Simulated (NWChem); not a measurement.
CO[SiH2]F (CH$_{5}$FOSi), optimised at B3LYP/6-31G* with NWChem:

| Property | Value |
|---|---|
| highest occupied level (eV) | -8.25 |
| orbital gap (eV) | 9.34 |
| dipole (D) | 1.67 |
| highest harmonic frequency (cm⁻¹) | 3132 |
| zero-point energy (kcal/mol) | 39.8 |

All stand in one matching conformer (torsions within 35°), which need not be the lowest. Pople sets run with spherical d functions.

Q: One O atom is replaced by S, giving S([SiH2]F)C (CH5FSSi), optimised at the same level. How do these values move?

A: 
```
quantity                           new value  change
---------------------------------  ---------  ------
highest occupied level (eV)            -6.97   +1.28
orbital gap (eV)                        7.23   -2.11
dipole (D)                              1.72   +0.05
highest harmonic frequency (cm⁻¹)       3174     +42
zero-point energy (kcal/mol)            37.7    -2.1
```
